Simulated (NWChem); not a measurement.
# SiHOF, singlet; SMILES O[Si]F

```xyz
4

Si     0.6214     0.0125     0.0000
F     -0.4211    -1.2591     0.0000
O     -0.4493     1.2760     0.0000
H     -1.3979     1.0886     0.0000
```
Atoms are numbered in this order, from 1.

Results from NWChem. Low-valent species are run as closed-shell singlets; no triplet was tried in these runs. Geometry: optimised at PBE0/def2-SVP. Level: PBE0/def2-SVP with SMD (1 M gas to 1 M solution), gas-phase geometry. Reactions with the solvent are ignored.

For solvent water:

solvation free energy (kcal/mol): -4.4
cavity-dispersion-structure term (kcal/mol): 1.5
dipole in solution (D): 1.27

**Question.** Estimate the same quantities for solvent n-hexane.

**Answer.** 
- solvation free energy (kcal/mol) = -2.5
- cavity-dispersion-structure term (kcal/mol) = -1.0
- dipole in solution (D) = 1.08
